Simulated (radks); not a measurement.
The lutetium ion Lu+ inside a hard spherical wall (all orbitals vanish at R), configuration held at [Xe] 4f14 6s2 and not refilled when levels cross. All-electron calculation, scalar-relativistic Kohn-Sham, PBEsol, spin-unpolarised, spherical densities, point nucleus. Program: a radial shooting solver on a logarithmic mesh with Libxc functionals. Eigenvalues in eV, with the zero of energy where the potential of the charges vanishes at infinity; a dash marks a level that is unbound or too diffuse for the functional's potential to be trusted. A positive occupied level is held by the wall or, in an anion where self-interaction has pushed it up, behind a barrier. The pressure on the wall is -dE/dV.

R (bohr)  E (hartree)  kinetic (hartree)    e(5s)    e(5p)    e(4f)    e(6s)  e(5d, empty)  e(6p, empty)  pressure (GPa)
free      -14558.6885          15909.185  -70.036  -40.471  -18.539  -11.088        -9.235        -6.553               0
20        -14558.6885          15909.185  -70.036  -40.471  -18.539  -11.088        -9.235        -6.553        < 0.0001
15        -14558.6885          15909.185  -70.036  -40.471  -18.539  -11.088        -9.235        -6.553        < 0.0001
12        -14558.6885          15909.185  -70.036  -40.471  -18.538  -11.087        -9.235        -6.550        0.000131
10        -14558.6884          15909.187  -70.027  -40.463  -18.530  -11.081        -9.228        -6.519         0.00421
8         -14558.6862          15909.210  -69.926  -40.364  -18.429  -10.993        -9.140        -6.268           0.121
7         -14558.6792          15909.269  -69.705  -40.148  -18.208  -10.777        -8.944        -5.780           0.612
3.5       -14557.6956          15913.568  -62.841  -33.601  -10.899    5.104        -0.421        18.344             282
1.5       -14504.1454          16091.654   53.546   102.72   97.747   405.59        177.55        464.68          161000
